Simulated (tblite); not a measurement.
Problem. What does the GFN2-xTB structure of InChI=1S/C7H12O/c1-6-4-7(2,5-6)8-3/h4H,5H2,1-3H3/t7-/m1/s1 look like in three dimensions?

Solution. 
```
atom  x, y, z in Å
C1    -2.4797   -1.0316   -0.1362
O2    -1.5364   -0.3757    0.6739
C3    -0.5163    0.3213   -0.0159
C4    -1.0361    1.5607   -0.7403
C5     0.4586   -0.5222   -0.8221
C6     1.4834   -0.2769   -0.0080
C7     2.9158   -0.6508    0.0353
C8     0.6847    0.5798    0.9433
H9    -1.9965   -1.7085   -0.8484
H10   -3.1044   -1.6108    0.5422
H11   -3.1112   -0.3245   -0.6855
H12   -0.1996    2.1517   -1.1030
H13   -1.6515    1.2784   -1.5918
H14   -1.6324    2.1618   -0.0573
H15    0.3428   -1.0875   -1.7286
H16    3.1917   -1.2216   -0.8481
H17    3.5349    0.2443    0.0931
H18    3.1173   -1.2513    0.9224
H19    0.5347    0.1547    1.9327
H20    0.9952    1.6194    1.0296
```

Orientation and origin are arbitrary. Atoms count from 1 in this order. The C–C distances run from 1.332 Å (C5=C6, drawn double) to 1.559 Å (C3–C8, drawn single), a spread of 0.227 Å. The 4-membered ring C3–C5–C6–C8 has internal angles of 85.7° to 94.7°; it is planar, 0.01 Å rms from its mean plane, widest ring torsion 1°. Of the pairs four or more bonds apart, C5···H9 is among the closest relative to their van der Waals radii: 2.73 Å, 94 % of the sum of Bondi's values.

Bonds between heavy atoms (Å): C1–O2 1.406, O2–C3 1.415, C3–C4 1.527, C3–C5 1.520, C5=C6 1.332, C6–C7 1.481, C6–C8 1.509, C3–C8 1.559.

The geometry is computed with GFN2-xTB (gas phase).

Point group: C1 (no symmetry element, even within 0.4 Å). Its GFN2-xTB frequencies are all real (lowest 52 cm⁻¹). The numbers are those of one conformer (C1–O2–C3–C4 70°). 2 starts were optimised and ended at 0.00 and 0.19 kcal/mol (GFN2-xTB); the lowest of these is shown.
